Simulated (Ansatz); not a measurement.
(ClAlO)4 cubane (Al4Cl4O4), 12 atoms. Hardware: 4 threads of Arm Neoverse V1 on a shared host.

Correlated methods freeze 44 core orbitals.

How many basis functions does each of these Ansatz runs have, and roughly what does it cost? MP2/def2-SVP, charge 0 singlet, energy, from earlier orbitals; BLYP-D4/def2-TZVP, charge 0 singlet, energy, from earlier orbitals; PBE-D4/def2-SVP, charge 0 singlet, energy, from earlier orbitals; PBE-D4/def2-SVP, charge 1 doublet at the geometry of the charge 0 singlet, energy, from earlier orbitals; PBE0-D4/def2-TZVP, charge -1 doublet at the geometry of the charge 0 singlet, energy; PBE0-D4/def2-SVP, charge 0 singlet, energy, from earlier orbitals; r2SCAN-D4/def2-TZVP, charge 0 singlet, energy, from earlier orbitals; PBE0-D4/def2-SVP, charge 1 doublet at the geometry of the charge 0 singlet, energy; PBE-D4/def2-TZVP, charge 0 singlet, energy and forces, from earlier orbitals; r2SCAN-D4/def2-TZVP, charge 0 triplet at the geometry of the charge 0 singlet, energy, from earlier orbitals; BLYP-D4/def2-TZVP, charge -1 doublet at the geometry of the charge 0 singlet, energy, from earlier orbitals; PBE0-D4/def2-TZVP, charge 0 singlet, energy, from earlier orbitals.

Other jobs shared the machine, so times can vary by a factor of up to 3. A dash marks memory too small to be measured apart from the calling script's.

```json
{"run": "MP2/def2-SVP, charge 0 singlet, energy, from earlier orbitals", "functions": "200", "fitting or Cholesky vectors": "1768", "wall time": "5.5 s", "peak host memory (GiB)": "–"}
{"run": "PBE-D4/def2-SVP, charge 0 singlet, energy, from earlier orbitals", "functions": "200", "fitting or Cholesky vectors": "2124", "wall time": "6 s", "peak host memory (GiB)": "–"}
{"run": "PBE0-D4/def2-SVP, charge 0 singlet, energy, from earlier orbitals", "functions": "200", "fitting or Cholesky vectors": "1768", "wall time": "7.5 s", "peak host memory (GiB)": "–"}
{"run": "BLYP-D4/def2-TZVP, charge 0 singlet, energy, from earlier orbitals", "functions": "420", "fitting or Cholesky vectors": "2664", "wall time": "14 s", "peak host memory (GiB)": "1.3"}
{"run": "PBE-D4/def2-TZVP, charge 0 singlet, energy and forces, from earlier orbitals", "functions": "420", "fitting or Cholesky vectors": "2664", "wall time": "16 s", "peak host memory (GiB)": "1.3"}
{"run": "BLYP-D4/def2-TZVP, charge -1 doublet at the geometry of the charge 0 singlet, energy, from earlier orbitals", "functions": "420", "fitting or Cholesky vectors": "2664", "wall time": "25 s", "peak host memory (GiB)": "1.4"}
{"run": "r2SCAN-D4/def2-TZVP, charge 0 singlet, energy, from earlier orbitals", "functions": "420", "fitting or Cholesky vectors": "2664", "wall time": "28 s", "peak host memory (GiB)": "1.4"}
{"run": "PBE0-D4/def2-TZVP, charge 0 singlet, energy, from earlier orbitals", "functions": "420", "fitting or Cholesky vectors": "2792", "wall time": "34 s", "peak host memory (GiB)": "2.8"}
{"run": "PBE0-D4/def2-TZVP, charge -1 doublet at the geometry of the charge 0 singlet, energy", "functions": "420", "fitting or Cholesky vectors": "2548", "wall time": "48 s", "peak host memory (GiB)": "3.1"}
{"run": "PBE0-D4/def2-SVP, charge 1 doublet at the geometry of the charge 0 singlet, energy", "functions": "200", "fitting or Cholesky vectors": "1768", "wall time": "79 s", "peak host memory (GiB)": "1.6"}
{"run": "PBE-D4/def2-SVP, charge 1 doublet at the geometry of the charge 0 singlet, energy, from earlier orbitals", "functions": "200", "fitting or Cholesky vectors": "2124", "wall time": "2.7 min", "peak host memory (GiB)": "0.9"}
{"run": "r2SCAN-D4/def2-TZVP, charge 0 triplet at the geometry of the charge 0 singlet, energy, from earlier orbitals", "functions": "420", "fitting or Cholesky vectors": "2664", "wall time": "4.2 min", "peak host memory (GiB)": "3.3"}
```
